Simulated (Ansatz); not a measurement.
Gas-phase reaction in SMILES: [CH2][N]([GeH3])CC -> [CH2][Ge]([CH3])([CH3])[NH2]
Structures are relaxed separately at B3LYP-D3(BJ)/def2-TZVP in Ansatz (a quantum-chemistry and plane-wave program), one conformer each, not searched for the lowest. Frequencies are from Ansatz.

Quantity: isomerisation energy (enthalpy at 298 K, with B3LYP-D3(BJ) rigid-rotor harmonic-oscillator terms), in eV. Correlated levels leave the core frozen unless marked. Open shells are spin-unrestricted. No spin-orbit coupling. The frozen core is the preceding noble-gas configuration, with the filled d and f shells of earlier blocks. Non-relativistic. CBS marks a two-point X^-3 extrapolation of the correlation energy; Hartree-Fock from the larger set.

| level | program | isomerisation energy (eV) | minus last row |
|---|---|---|---|
| SVWN5/def2-TZVPD | Ansatz | -0.60 | 0.57 |
| PBE0-D3(BJ)/def2-TZVP | Ansatz + dftd3 | -1.01 | 0.16 |
| BHLYP/def2-TZVPD | Ansatz | -1.04 | 0.13 |
| B2PLYP-D3(BJ)/def2-TZVPD | Ansatz + dftd3 | -1.05 | 0.12 |
| RPA@PBE/cc-pVTZ | Ansatz | -1.00 | 0.17 |
| MP2/cc-pVQZ | Ansatz | -1.22 | -0.05 |
| SCS-MP2/6-31G* | Ansatz | -0.97 | 0.20 |
| SCS-MP2/cc-pVDZ | Ansatz | -0.81 | 0.36 |
| CCSD(T)/6-31G* | Ansatz | -0.89 | 0.28 |
| CCSD(T)/CBS(cc-pVTZ,cc-pVQZ) | Ansatz | -1.17 | 0.00 |
